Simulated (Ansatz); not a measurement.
`[BH2][AlH][BH]O` + `[SiH3]S` → `OBS[SiH3]` + `[BH2][AlH2]`  (cleavage of the B–Al bond)

Calculated with Ansatz (gas phase, PBE0-D4/def2-TZVP geometries, no zero-point term in ΔE). CBS: MP2 limit from def2 TZ/QZ plus the TZ coupled-cluster correction, frozen cores. This one scheme is used for every species. Each species was taken in one conformer, which may not be the lowest.

```
          species  CCSD(T)/CBS(def2) energy (Eh)
`[BH2][AlH][BH]O`                     -369.74870
        `[SiH3]S`                     -689.27336
      `OBS[SiH3]`                     -789.92150
    `[BH2][AlH2]`                     -269.14094
```

(1) Work out ΔE.

Largest T1 diagnostic among the species: 0.014.

Answers

(1) ΔE = (-789.92150) + (-269.14094) − (-369.74870) − (-689.27336) = -0.04038 Eh = -106.0 kJ/mol.

From BLYP to BHLYP (50 % exact exchange), in def2-TZVPP and without D4, ΔE moves by −7.9 kJ/mol. The D4 term adds −6.2 kJ/mol with B3LYP and −3.1 kJ/mol with PBE0; it sums over pairs of atoms, weighted by their polarisabilities, and B3LYP, whose exchange is more repulsive, gets the larger term. Leaving LDA and LC-ωPBE aside and taking each functional with its dispersion term where it has one, the values, not all of them listed here, spread over 19.8 kJ/mol, from B97M-V to PBE-D4. LDA lies −11.0 kJ/mol from PBE without D4.

B3LYP here is the variant with VWN-RPA as its local correlation; programs differ in this.
